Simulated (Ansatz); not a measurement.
Reaction (formal exchange of groups at the Si–O bond): `N[SiH](Cl)O[SiH3]` + `B1C[SiH2]1` → `[SiH3]B1C[SiH2]1` + `N[SiH](O)Cl`

Computed with Ansatz on PBE0-D4/def2-TZVP structures; ΔE is electronic, products minus reactants. CCSD(T)/CBS adds triple-zeta CCSD(T) − MP2 to the extrapolated MP2 energy (def2 sets, frozen cores). Each species was taken in one conformer, which may not be the lowest.

| species | CCSD(T)/def2-TZVPP energy (Eh) |
| --- | --- |
| `N[SiH](Cl)O[SiH3]` | -1171.43111 |
| `B1C[SiH2]1` | -354.79707 |
| `[SiH3]B1C[SiH2]1` | -645.05327 |
| `N[SiH](O)Cl` | -881.13771 |

Problem. Work out ΔE.

Solution. ΔE = (-645.05327) + (-881.13771) − (-1171.43111) − (-354.79707) = 0.03720 Eh = +1.01 eV. CCSD(T)/CBS gives +1.03 eV.

Largest T1 diagnostic among the species: 0.014.

Leaving LDA and LC-ωPBE aside and taking each functional with its dispersion term where it has one, the values, not all of them listed here, spread over 0.38 eV, from PBE-D4 to BHLYP-D4. At CCSD(T), def2-SVP lies −0.09 eV from the extrapolated value and def2-TZVPP −0.02 eV. From r2SCAN to r2SCAN0 (25 % exact exchange), in def2-TZVPP and without D4, ΔE moves by +0.04 eV.
